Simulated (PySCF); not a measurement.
Checking a proposed structure

A compound C₈H₇F gives the data below (simulated from a calculation) and was assigned the structure `C=C1C=C/C1=C/C=C/F`.

¹³C{¹H} NMR (computed): δ 173.6 (C), 144.3 (C), 143.9 (CH), 135.9 (CH), 131.1 (CH), 121.1 (CH), 120.3 (CH2), 114.7 (CH).

¹H NMR (500 MHz, computed): δ 7.76 (m, 1H), 7.58 (m, 1H), 7.21 (m, 1H), 7.10 (d, 1H), 6.84 (m, 1H), 6.31 (m, 1H), 5.71 (m, 1H).

One computed conformer, gas phase, non-relativistic Hamiltonian. PBE0/pcSseg-1 with gauge-including orbitals; structure optimised with GFN2-xTB; PySCF 2.14.

Shifts are taken against calculated references (same method and geometry level): ¹H and ¹³C vs TMS.

Problem. Compare with the shifts computed for the proposed structure, pairing carbons in order of shift.

Solution. Mapped SMILES: `[CH2:1]=[C:2]1[CH:3]=[CH:4]/[C:5]1=[CH:6]/[CH:7]=[CH:8]/[F:9]`. Hydrogens are named by the atom that carries them.

| atom | computed for proposal | given list | difference |
| --- | --- | --- | --- |
| C8 | 163.6 | 173.6 | -10.0 |
| C4 | 155.9 | 144.3 | +11.6 |
| C2 | 155.5 | 143.9 | +11.6 |
| C3 | 153.9 | 135.9 | +18.0 |
| C5 | 149.4 | 131.1 | +18.3 |
| C7 | 117.4 | 121.1 | -3.7 |
| C6 | 114.0 | 120.3 | -6.3 |
| C1 | 103.8 | 114.7 | -10.9 |

The rms difference is 12.3 ppm and the largest +18.3 ppm at C5 (fully substituted alkene carbon). The carbon types in order of shift don't match either: CH, CH, C, CH, C, CH, CH, CH2 for the proposal against C, C, CH, CH, CH, CH, CH2, CH in the data. The proposal doesn't fit.

Problem. Which isomer fits?

Solution. `InChI=1S/C8H7F/c1-2-7-4-3-5-8(9)6-7/h2-6H,1H2`.

1. Carbon types of the structure: 2 × C, 5 × CH, 1 × CH2, which accounts for all hydrogens.
2. δC 173.6: aromatic carbon bearing fluorine; σ withdrawal by the attached heteroatom moves it downfield of the ring CH carbons.
3. δC 143.9: alkene CH; an sp2 carbon of a C=C bond.
4. δC 135.9, 131.1, 121.1, 114.7: aromatic CH.
5. δC 120.3: terminal =CH2 carbon; an sp2 carbon of a C=C bond.

The shifts were computed for this structure.

Splittings by ¹⁹F in the carbon and heteronuclear signals aren't shown, as no couplings were computed. Shifts are as computed. Against solution values, carbons near 30 ppm lie about +3 ppm off and those near 130 ppm about +5 ppm. Of 1211 compounds with measured shifts, 218 miss one by over three times the rms of a fit or turn the order of signals round; such compounds aren't used in these exercises. No couplings were computed; multiplicities are counted from neighbouring protons, with m where these are inequivalent, close in shift, in a saturated or five-membered ring or joined by F or P, and br s for small geminal =CH2 splittings.
